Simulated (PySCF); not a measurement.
Species: CH7AlGe.
Atom-mapped SMILES: `[AlH2:1][CH2:2][GeH3:3]` (hydrogens: H4, H5 on Al1; H6, H7 on C2; H8, H9, H10 on Ge3)

A GFN2-xTB structure was refined with PBE0-D3(BJ)/def2-SVP geometry optimisation, gas phase in PySCF 2.14.0. Its GFN2-xTB values:

| coordinate | GFN2-xTB |
| --- | --- |
| Al1–C2 | 1.990 Å |
| Al1–H4 | 1.549 Å |
| C2–Ge3 | 1.986 Å |
| C2–H6 | 1.098 Å |
| Ge3–H8 | 1.472 Å |
| Al1–C2–Ge3 | 106.9° |
| Al1–C2–H6 | 114.9° |
| C2–Al1–H4 | 123.8° |
| C2–Ge3–H8 | 112.7° |
| C2–Ge3–H9 | 112.5° |
| H4–Al1–H5 | 115.0° |
| H6–C2–H7 | 107.5° |
| H8–Ge3–H10 | 106.8° |

How do these coordinates change at the PBE0-D3(BJ)/def2-SVP level?

```csv
coordinate,PBE0-D3(BJ)/def2-SVP (Å or °),change
Ge3–H8,1.541,+0.069
Al1–H4,1.592,+0.043
Al1–C2,1.951,-0.039
C2–Ge3,1.960,-0.026
C2–H6,1.103,+0.005
Al1–C2–Ge3,113.0,+6.1
H4–Al1–H5,119.8,+4.8
C2–Al1–H4,120.0,-3.8
Al1–C2–H6,111.1,-3.8
C2–Ge3–H9,110.3,-2.2
H8–Ge3–H10,108.4,+1.6
C2–Ge3–H8,111.3,-1.4
H6–C2–H7,108.2,+0.7
```

The energy falls by 0.151 eV over 4 energy and gradient evaluations, the largest force component goes from 0.0240 to 2.9e-04 Eh/bohr, and the atoms move by 0.109 Å rms after alignment. The bond that changes most is Ge3–H8 (ends: germanium bonded to C and 3 H; Ge–H hydrogen), which lengthens by 0.069 Å. Bonds longer at the end by more than 0.005 Å: 6 of 9; shorter: 2. Rotational constants go from 15746, 2107, 1974 to 17197, 2016, 1922 MHz.

The run used 99 basis functions and 26 SCF cycles in all. The run took 14 s wall on Arm Neoverse V1, one thread, shared host with 32 logical CPUs at a one-minute load of 14, and the process peaked at 0.41 GiB of memory.

No frequency check. One conformer, not necessarily the lowest.
